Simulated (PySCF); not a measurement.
A structure optimised at ωB97X-D3(BJ)/def2-SVP, used in a PySCF frequency run:

```
C
N 1 1.2641
C 2 1.4468 1 120.21
H 3 1.1024 2 108.86 1 -125.16
H 3 1.1029 4 106.49 2 117.67
H 3 1.1056 4 108.27 5 116.57
C 1 1.5316 2 124.53 3 -177.02
H 7 1.0985 1 114.51 2 28.99
H 7 1.1044 8 108.75 1 123.70
C 1 1.5444 2 131.77 3 -5.79
H 10 1.0989 1 116.28 2 -30.59
H 10 1.1041 11 108.53 6 -83.60
Si 7 1.9011 8 123.77 9 132.73
H 13 1.4899 7 114.95 8 20.95
H 13 1.4905 14 109.85 10 -135.05
```

Task: Write its SMILES and formula.

Result: CN=C1C[SiH2]C1, C4H9NSi

Task: What are its rotational constants (standard atomic weights)?

Result: 7.1539, 1.7795, 1.5290 GHz
